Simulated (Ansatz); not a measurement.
FH6PSi2 (`F[SiH2]P[SiH3]`). The species carries charge 0 and has multiplicity 1.

Cartesian coordinates in Å:
```
F 1.522 1.922 -0.993
Si 0.421 0.825 -1.383
P 0.888 -1.045 -0.242
Si -0.387 -0.558 1.552
H -0.905 1.421 -1.075
H 0.530 0.546 -2.836
H -0.132 -1.769 -0.922
H -1.780 -0.187 1.191
H 0.257 0.582 2.253
H -0.414 -1.738 2.454
```

(1) List the harmonic frequencies (cm⁻¹, unscaled) at PBE0-D4/def2-TZVP in Ansatz. (Best estimate.)

(2) Is this a minimum?

(3) Give the ideal-gas thermochemistry at 298.15 K and 1 bar (rigid rotor, harmonic oscillator; point group C1, symmetry number 1).

(4) And at 400, 500, 600, 800 and 1000 K?

(5) Rotational constants (cm⁻¹)?

## Answers

(1) Computed: 31, 71, 137, 205, 436, 450, 473, 537, 617, 652, 725, 771, 862, 877, 917, 936, 945, 959, 2219, 2225, 2233, 2237, 2239, 2392.

(2) Yes, all 24 modes are real.

(3) Zero-point energy 144.4 kJ/mol; H(298) − E = 166.6 kJ/mol; entropy 366.0 J/(mol·K), of which translation 167.7, rotation 115.0, vibration 83.2; G(298) − E = 57.4 kJ/mol. Modes under 100 cm⁻¹ are hindered rotations or soft bends, so the harmonic entropy is rough.

(4) 
```csv
T (K),H − E (kJ/mol),S (J/mol/K),G − E (kJ/mol)
400,179.3,402.6,18.3
500,193.6,434.5,-23.6
600,209.4,463.1,-68.5
800,243.9,512.8,-166.3
1000,281.6,554.7,-273.1
```

(5) 0.1813, 0.05815, 0.05124.
